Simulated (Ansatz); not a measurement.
System: GaNOH4, charge 0, singlet. GaNOH4 (SMILES [NH2][GaH][OH]).
B3LYP-D3(BJ)/def2-TZVP minimum from Ansatz (a program for electronic structure):
```xyz
7

Ga    -0.1932    -0.2764    -0.0270
H     -1.0956    -1.5250    -0.1625
O      1.4200    -0.4721     0.7458
H      1.9397     0.3349     0.8046
N     -0.6572     1.3901    -0.6012
H     -0.0765     2.2078    -0.5172
H     -1.5368     1.5965    -1.0444
```
Charge 0, spin multiplicity 1.

Total energies in hartree (Ansatz). UHF or UKS for unpaired electrons; spin-orbit terms are left out. Cores are frozen in correlated methods (noble-gas shells, and filled d and f shells in the p block). No relativity. For partners of very few electrons the exact lower level stands in for a higher one.

```tsv
species	HF/cc-pVTZ	CCSD(T)/cc-pVTZ	HF/cc-pVQZ	CCSD(T)/cc-pVQZ	CCSD(T)/cc-pVDZ	CCSDT(Q)/cc-pVDZ
1: GaNOH4 (SMILES [NH2][GaH][OH])	-2055.02818	-2055.61158	-2055.04386	-2055.66488	-2055.37114	-2055.37317
2: Ga (doublet)	-1923.26189	-1923.30928	-1923.26422	-1923.31345	-1923.23626	-1923.23650
3: H (doublet)	-0.49981	-0.49981	-0.49995	-0.49995	-0.49928	-0.49928
4: O (triplet)	-74.81176	-74.97396	-74.81729	-74.99357	-74.90995	-74.91013
5: N (quartet)	-54.40069	-54.51471	-54.40372	-54.52482	-54.47850	-54.47866
```

Q: Work out the atomisation energy (electronic, to ground-state atoms) in kJ/mol: take Hartree-Fock from cc-pVQZ, extrapolate the CCSD(T) correlation energy as X^-3 (X = 3, 4), and add CCSDT(Q) - CCSD(T) in cc-pVDZ. 1 hartree = 2625.5 kJ/mol.

A: 
Species 1: correlation (64·(-0.62102) - 27·(-0.58340))/37 = -0.64847; step -0.00203; E1 = -2055.04386 + (-0.64847) + (-0.00203) = -2055.69436
Species 2: correlation (64·(-0.04923) - 27·(-0.04739))/37 = -0.05057; step -0.00024; E2 = -1923.26422 + (-0.05057) + (-0.00024) = -1923.31503
Species 3: correlation (64·(0.00000) - 27·(0.00000))/37 = 0.00000; step +0.00000; E3 = -0.49995 + (0.00000) + (+0.00000) = -0.49995
Species 4: correlation (64·(-0.17628) - 27·(-0.16220))/37 = -0.18655; step -0.00018; E4 = -74.81729 + (-0.18655) + (-0.00018) = -75.00402
Species 5: correlation (64·(-0.12110) - 27·(-0.11402))/37 = -0.12627; step -0.00016; E5 = -54.40372 + (-0.12627) + (-0.00016) = -54.53015
-1·E1 +1·E2 +4·E3 +1·E4 +1·E5 = 0.84536 hartree = 2219.5 kJ/mol.
